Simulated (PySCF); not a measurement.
LiGe at HSE06

Level: HSE06. PySCF, scalar-relativistic core potentials, basis sets Li cc-pVDZ, Ge cc-pVDZ-PP with ECP10.

```
state                                            : ⁴Σ⁻ (quartet), unpaired electrons σ ↑, π ↑↑
bond length                                      : 2.419 Å
harmonic wavenumber                              : 398 cm⁻¹
force constant                                   : 0.597 mdyn/Å
rotational constant Be                           : 0.4496 cm⁻¹
anharmonicity ωexe                               : 2.74 cm⁻¹
vibration–rotation constant αe                   : 0.00493 cm⁻¹
well depth De to Li + Ge                         : 1.64 eV
dissociation energy D0                           : 1.61 eV
bond order (Mayer)                               : 1.29
dipole moment (positive dipole means Li(−)Ge(+)) : -5.52 D
```

Spin–orbit coupling is left out. The state was picked by a PBE0 search and need not be the measured ground state.
